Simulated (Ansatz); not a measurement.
`OB1CC1`, one more setting.

```yaml
crystal:
  periodic: [false, false, false]
  atoms:
    - {symbol: O, position_ang: [-1.198492, 0.890948, -1.511410]}
    - {symbol: B, position_ang: [-0.434252, 0.265462, -0.508173]}
    - {symbol: C, position_ang: [0.886413, 0.189633, 0.389440]}
    - {symbol: C, position_ang: [-0.328181, -0.921175, 0.545829]}
    - {symbol: H, position_ang: [-0.744158, 1.704262, -1.901151]}
    - {symbol: H, position_ang: [1.870981, -0.195522, -0.039537]}
    - {symbol: H, position_ang: [1.042066, 0.895320, 1.272340]}
    - {symbol: H, position_ang: [-0.086020, -1.984415, 0.211358]}
    - {symbol: H, position_ang: [-0.915433, -0.893129, 1.523244]}
basis:
  gaussian: {orbitals: aug-cc-pVDZ}
hamiltonian: {xc: {name: wB97}}
output: {forces: true}
```

```sh
$ ansatz run in.yaml --threads 2 --pin off --events-out ev --progress --plain --max-ram 4352MiB
```

It prints (some lines left out):

```
Functional definition: wB97
1150 factors; their error is unknown
697 factors; integrals over basis functions are off by at most 6.6e-6 eV
mean field evaluation 1: about -4872.5499 eV, gradient 5.1e1 eV
mean field evaluation 2: about -4874.6524 eV, gradient 4.4e1 eV
mean field evaluation 4: about -4878.2407 eV, gradient 2.2e0 eV
mean field evaluation 8: about -4878.2553 eV, gradient 6.5e-2 eV
mean field evaluation 16: about -4878.2106 eV, gradient 1.4e-4 eV
mean field -4878.21062988 eV, -179.2709340780 hartree, gradient 1.1e-5 eV, S^2 0.000000; 0 other end points of the search recorded, 0 dependent functions left out
reference -4878.21061055 eV, -179.2709333680 hartree; 15, 15 occupied and 122, 122 virtual orbitals, 1150 factors
Total energy: -4878.21061055 eV, -179.2709333680 hartree
Atom 0 at    -1.198492     0.890948    -1.511410 Å, force     1.851443     0.716420     0.572999 eV/Å
Atom 1 at    -0.434252     0.265462    -0.508173 Å, force     0.338609    -0.206808     0.385400 eV/Å
Atom 2 at     0.886413     0.189633     0.389440 Å, force    -0.679205    -0.356688    -0.131101 eV/Å
Atom 3 at    -0.328181    -0.921175     0.545829 Å, force     0.365705     0.625316    -0.290135 eV/Å
Atom 4 at    -0.744158     1.704262    -1.901151 Å, force    -0.822450    -1.732814     0.922767 eV/Å
Atom 5 at     1.870981    -0.195522    -0.039537 Å, force    -1.294104     0.437128     0.514391 eV/Å
Atom 6 at     1.042066     0.895320     1.272340 Å, force    -0.268939    -0.910902    -1.108126 eV/Å
Atom 7 at    -0.086020    -1.984415     0.211358 Å, force    -0.260042     1.390363     0.379626 eV/Å
Atom 8 at    -0.915433    -0.893129     1.523244 Å, force     0.768984     0.037985    -1.245822 eV/Å
Dipole moment:     0.197051     0.218142    -0.057020 e Å
```

Run time 2.2 s (2 threads of an AMD EPYC 9B45 on a shared host); peak host memory 0.39 GiB.
